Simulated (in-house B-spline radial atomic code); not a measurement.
**Cs⁸⁺: [Ar] 3d9 4s2 4p6 4d10 5s1 5f1 (an excited or competing configuration)**

Method: Dirac-Hartree-Fock, average of configuration, Fermi nucleus of rms radius 4.8041 fm. Calculated with an all-electron radial atomic-structure program (B-spline basis).

Screening seen three ways: the hydrogenic charge with the same mean radius, Z_r = [3n² - l(l+1)]/(2<r>), the one with the same energy, Z_e = n√(-2ε), and Slater's rules. Values are occupation-weighted means over j. An effective charge above Z reflects the relativistic contraction of the inner shells.

| shell | electrons | ε (eV) | <r> (bohr) | Z_r | Z_e | Slater |
| --- | --- | --- | --- | --- | --- | --- |
| 1s | 2 | -36362 | 0.0261 | 57.46 | 51.70 | 54.70 |
| 2s | 2 | -5950.2 | 0.1115 | 53.82 | 41.83 | 50.85 |
| 2p | 6 | -5357.4 | 0.09796 | 51.04 | 39.69 | 50.85 |
| 3s | 2 | -1397.4 | 0.2955 | 45.68 | 30.40 | 43.75 |
| 3p | 6 | -1200.2 | 0.2933 | 42.62 | 28.18 | 43.75 |
| 3d | 9 | -913.24 | 0.2722 | 38.58 | 24.58 | 34.20 |
| 4s | 2 | -380.89 | 0.6815 | 35.21 | 21.16 | 28.10 |
| 4p | 6 | -313.74 | 0.7191 | 31.98 | 19.21 | 28.10 |
| 4d | 10 | -211.97 | 0.7864 | 26.71 | 15.79 | 16.85 |
| 5s | 1 | -132.18 | 1.483 | 25.29 | 15.58 | 12.70 |
| 5f | 1 | -57.358 | 2.527 | 12.47 | 10.27 | 9.00 |

The least bound orbital is 5f7/2 at -57.32 eV, and it is also the most diffuse (<r> = 2.529 bohr). The part-filled 3d shell lies below the filled 4d shell in orbital energy.

Spin-orbit splittings of the orbital energies (j = l + 1/2 above j = l - 1/2 when positive): 2p 353.8 eV, 3p 70.58 eV, 3d 14.84 eV, 4p 15.18 eV, 4d 2.669 eV, 5f 0.07967 eV.

For the 1s electron the small component carries 4.12 % of the norm, the zero-frequency Breit interaction raises the level by 92.27 eV, self-energy by 53.22 eV, and vacuum polarisation lowers it by 7.573 eV.
